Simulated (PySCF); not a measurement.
Compound: (LiF)3 ring, Li3F3.
Cartesian coordinates in Å at the PBE0-D3(BJ)/def2-SVP level; atoms count from 1:
```xyz
6
Li3F3 angstrom
Li     1.370    0.851    0.109
F      0.064    1.449    0.988
Li    -1.305    0.482    0.800
F     -1.485   -0.923   -0.116
Li    -0.059   -1.337   -0.911
F      1.415   -0.521   -0.869
```

The closed-shell ground state was solved at several levels (PySCF, density fitting, gas phase, non-relativistic).

```
            level  basis functions  HOMO (eV)  LUMO (eV)  gap (eV)  dipole (D)
wB97X-D/def2-SVPD              105     -11.45       0.76     12.21        0.06
     KT2/pcSseg-1               87      -7.39      -0.65      6.74        0.06
    PBE0/pcSseg-1               87      -9.26      -0.14      9.12        0.06
```

(1) Estimate the row for B3LYP/pcJ-1, a basis of 114 functions; the other rows only guide the guess.

(2) Over all these levels, which gives the widest orbital gap and which the narrowest?

(3) How far do the dipole and the HOMO energy spread over the levels?

Answers

(1) HOMO -8.92 eV, LUMO -0.39 eV, gap 8.53 eV, dipole 0.06 D.

(2) wB97X-D/def2-SVPD (range-separated hybrid) has the widest, 12.21 eV, and KT2/pcSseg-1 (GGA) the narrowest, 6.74 eV. Functional and basis both differ between the two, so the spread mixes both effects.

(3) The dipole runs from 0.06 to 0.06 D (mean 0.06 D) and the HOMO from -11.45 to -7.39 eV.

One conformer stands for the species.
